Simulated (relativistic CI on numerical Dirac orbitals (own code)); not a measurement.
d5 in a ligand field

Computed with a parametric ligand-field model of a d^n configuration (Racah B and C, spin-orbit zeta, crystal field), exact diagonalisation.

Field parameters in Wybourne normalisation: Oh B⁴₀ = 21Dq, B⁴₄ = √(5/14) B⁴₀; Td as Oh with Dq negative (B⁴₀ = 21Dq, B⁴₄ = √(5/14) B⁴₀). The field is a parameter set, without covalency.

**Question.** A d5 ion in Oh symmetry has the ground term 2T2 and bands at 4T1 20019 cm⁻¹ (500 nm), 4T2 27003 cm⁻¹ (370 nm), 6A1 27083 cm⁻¹ (369 nm), 2A2 32546 cm⁻¹ (307 nm), 2T1 32888 cm⁻¹ (304 nm), 2T2 35335 cm⁻¹ (283 nm), 2E 37327 cm⁻¹ (268 nm). Which parameters reproduce them?

**Answer.** B = 930, C = 3540, ζ = 0 cm⁻¹, Oh, 10Dq = 37150 cm⁻¹.

**Question.** Ground term and bands for B = 1010, C = 4070, ζ = 0 cm⁻¹, Oh, 10Dq = 13400 cm⁻¹?

**Answer.** Ground term 6A1 with 2.00 electrons in the two orbitals of the cubic e set. Spin-allowed: none. Lowest spin-forbidden: 4T1 20030 cm⁻¹ (499 nm), 2T2 24649 cm⁻¹ (406 nm), 4T2 25725 cm⁻¹ (389 nm). A high-spin d5 ion has no spin-allowed d-d band, hence its pale colour.

**Question.** Ground term and bands for B = 540, C = 2720, ζ = 0 cm⁻¹, Td, 10Dq = -5900 cm⁻¹?

**Answer.** Ground term 6A1 with 2.00 electrons in the two orbitals of the cubic e set. Spin-allowed: none. Lowest spin-forbidden: 4T1 15001 cm⁻¹ (667 nm), 4T2 17464 cm⁻¹ (573 nm), 4A1+E 19000 cm⁻¹ (526 nm). A high-spin d5 ion has no spin-allowed d-d band, hence its pale colour.

**Question.** Ground term and bands for B = 320, C = 1280, ζ = 0 cm⁻¹, Oh, 10Dq = 16150 cm⁻¹?

**Answer.** Ground term 2T2 with 0.03 electrons in the two orbitals of the cubic e set. Spin-allowed: 2A2 14437 cm⁻¹ (693 nm), 2T1 14553 cm⁻¹ (687 nm), 2T2 15451 cm⁻¹ (647 nm), 2E 16150 cm⁻¹ (619 nm). Lowest spin-forbidden: 4T1 9940 cm⁻¹ (1006 nm), 4T2 12380 cm⁻¹ (808 nm), 6A1 15344 cm⁻¹ (652 nm).

**Question.** Ground term and bands for B = 350, C = 1680, ζ = 0 cm⁻¹, Td, 10Dq = -4750 cm⁻¹?

**Answer.** Ground term 6A1 with 2.00 electrons in the two orbitals of the cubic e set. Spin-allowed: none. Lowest spin-forbidden: 4T1 8391 cm⁻¹ (1192 nm), 4T2 10288 cm⁻¹ (972 nm), 2T2 10835 cm⁻¹ (923 nm). A high-spin d5 ion has no spin-allowed d-d band, hence its pale colour.
